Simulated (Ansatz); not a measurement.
C2H10N2Sn, SMILES `C[NH][SnH2][NH]C` at its PBE0-D4/def2-TZVP geometry, where that method's forces vanish. Charge 0, multiplicity 1. Sn: def2 effective core potential.

```csv
atom,x (Å),y (Å),z (Å)
C1,-0.025,-0.296,-2.194
N2,-1.032,-0.110,-1.166
Sn3,-0.796,-1.003,0.628
N4,0.875,-0.087,1.289
C5,0.855,1.341,1.540
H6,-0.117,0.477,-2.965
H7,-0.056,-1.273,-2.697
H8,0.968,-0.186,-1.751
H9,-1.969,-0.160,-1.539
H10,-2.234,-0.660,1.496
H11,-0.411,-2.674,0.589
H12,1.373,-0.592,2.009
H13,0.346,1.638,2.468
H14,0.349,1.846,0.712
H15,1.875,1.739,1.579
```

**Question.** For each bond, give half the difference of the two atoms' forces along it (eV/Å; positive pushes the atoms apart) under PBE-D4, r2SCAN-D4, B3LYP-D4, ωB97M-V in def2-TZVPP. (Estimate.)

**Answer.** The calculation gave: 
```tsv
bond	length (Å)	PBE-D4	r2SCAN-D4	B3LYP-D4	ωB97M-V
C1–N2	1.450	0.05	0.19	0.22	0.31
C1–H6	1.096	0.11	-0.04	-0.09	-0.12
C1–H7	1.100	0.09	-0.04	-0.07	-0.11
C1–H8	1.093	0.10	-0.05	-0.09	-0.09
N2–Sn3	2.018	0.18	0.06	0.17	-0.06
N2–H9	1.010	0.21	0.00	-0.10	-0.09
Sn3–N4	2.018	0.18	0.06	0.17	-0.06
Sn3–H10	1.715	-0.01	-0.04	-0.06	-0.08
Sn3–H11	1.715	-0.01	-0.04	-0.06	-0.08
N4–C5	1.450	0.05	0.19	0.22	0.31
N4–H12	1.010	0.21	0.00	-0.10	-0.09
C5–H13	1.100	0.09	-0.05	-0.07	-0.11
C5–H14	1.093	0.10	-0.05	-0.10	-0.09
C5–H15	1.096	0.11	-0.04	-0.09	-0.12
```

B3LYP here is the variant with VWN-RPA as its local correlation; programs differ in this.

Computed with Ansatz.
